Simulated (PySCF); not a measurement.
# Functional benchmark on one molecule

Molecule: SMILES CC(C)S(=O)(=O)Cl, C$_{3}$H$_{7}$ClO$_{2}$S.

Atom-mapped SMILES (the numbers label the heavy atoms): `[CH3:1][CH:2]([CH3:3])[S:4](=[O:5])(=[O:6])[Cl:7]`. Each H is labelled by its parent atom.

Geometry PBE0-D3(BJ)/def2-SVP throughout; GIAO in PySCF 2.14, gas phase, one conformer, non-relativistic; equivalent atoms averaged; basis pcSseg-1.

Reference values (measured; solution, not stated per compound (mostly CDCl3 or CCl4); Pretsch, Buehlmann, Badertscher, Structure Determination of Organic Compounds, 4th ed. (2009)): δ(C2) = 67.6 ppm, δ(C1/C3) = 17.1 ppm. Computed shifts are taken against TMS, calculated as an isolated molecule at each level.

How do the functionals LDA, BLYP, OPBE, KT2, PBE0, LC-wPBE perform against the reference? Times are CPU seconds on 1 thread of an Arm Neoverse V1, shared host; the GGAs took longer than the global hybrids here, which isn't the general rule, and the cause wasn't traced.

Answers


| functional | kind | C2 | C1/C3 | mean abs. error C | core-s |
| --- | --- | --- | --- | --- | --- |
| LDA | LDA | 80.1 | 18.4 | 6.9 | 27 |
| BLYP | GGA | 78.2 | 19.3 | 6.4 | 32 |
| OPBE | GGA | 70.6 | 17.7 | 1.8 | 31 |
| KT2 | GGA | 74.0 | 18.9 | 4.1 | 31 |
| PBE0 | global hybrid | 72.7 | 17.6 | 2.8 | 27 |
| LC-wPBE | range-separated hybrid | 70.0 | 16.6 | 1.5 | 36 |

For $^{13}$C the closest is LC-wPBE (1.5 ppm) and the furthest LDA (6.9 ppm). One molecule is a small sample, and vibrational and solvent effects are absent from the calculation.
